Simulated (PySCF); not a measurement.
How methods differ on the ionisation energy of Pt(72+)

Pt(72+) [He] 2s2 2p2 [2p1/2^2, M_J = 0] → Pt(73+) [He] 2s2 2p1 [2p1/2^1, M_J = 1/2], as a difference of total energies. All numbers are calculated (PySCF 2.14, the two-component X2C-1e Hamiltonian, in an uncontracted even-tempered set (16 s from 60 bohr⁻², ratio 2.4; 13 p from 79 bohr⁻², ratio 2.4; 5 d from 250 bohr⁻², ratio 2.6; 4 f from 380 bohr⁻², ratio 2.6)). Correlated levels: nothing frozen; the 28 highest virtual spinors dropped. "Screened" scales the spin-orbit matrix elements by Boettger's factors to mimic the two-electron term; Breit and QED terms are absent.

```json
{"method": "GHF (spin-free)", "ionisation energy (eV)": "19589.9"}
{"method": "GMP2 (spin-free)", "ionisation energy (eV)": "19590.2"}
{"method": "GHF (screened spin-orbit)", "ionisation energy (eV)": "20871.8"}
{"method": "GMP2 (screened spin-orbit)", "ionisation energy (eV)": "20874.0"}
```

Task: How much does correlation contribute at GMP2 (screened spin-orbit)?

Result: 20874.0 − (20871.8) = 2.2 eV, measured against GHF (screened spin-orbit).

For this ion Breit and QED terms and the two-electron picture change, all absent here, outweigh the correlation shift from GHF to GMP2.

The spin-free rows relax to the high-spin LS determinant and lack the spin-orbit shift.

The labels give the starting determinants; with spin-orbit coupling the two ends relaxed to ⟨J²⟩ = 0.00, ⟨L²⟩ = 1.33, ⟨S²⟩ = 1.33 and ⟨J²⟩ = 0.75, ⟨L²⟩ = 2.00, ⟨S²⟩ = 0.75.

For comparison: 20840 ± 70 eV (theoretical estimate listed by NIST; NIST Atomic Spectra Database, ionization energies).
